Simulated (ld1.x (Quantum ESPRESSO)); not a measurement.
## Configuration tests for germanium (TM)

- Element: Ge (Z = 32)
- Generator: ld1.x (Quantum ESPRESSO) 7.5
- Type: norm-conserving Troullier–Martins (Kleinman–Bylander form)
- Functional: PBE
- Relativity: scalar-relativistic
- Frozen core: [Ar] 3d10
- Valence charge: 4
- Reference configuration: 4s2 4p1 (charge +1)
- Partial waves: 4p (bound): rc 1.40 bohr; 4s (bound): rc 1.30 bohr
- Local potential: the s channel
- Core correction: Bessel-smoothed model core inside 1.30 bohr

Energies are relative to the spin-unpolarised reference configuration 4s2 4p1; without spin polarisation the order of configurations can differ from experiment.

```csv
valence configuration,charge,ΔE all-electron (eV),error AE − PS (meV)
4s2 4p0,+2,15.439,-19
4s1 4p0,+3,50.230,-198
4s1 4p3,0,0.528,-3.7
4s2 4p1.5,+0.5,-4.642,-1.5
4s2 4p2.3,-0.3,-8.328,-6.7
4s1 4p2,+1,8.716,-13
```

(1) What are ΔE and the potential's error for 4s2 4p2?

Note: ghost state, extra bound levels that the all-electron valence spectrum of the same l lacks: p at -89.6 eV. A true bound ghost makes a file unfit for plane-wave use.

Results:

(1) ΔE = -7.444 eV all-electron; the error (AE − PS) is -4.9 meV.
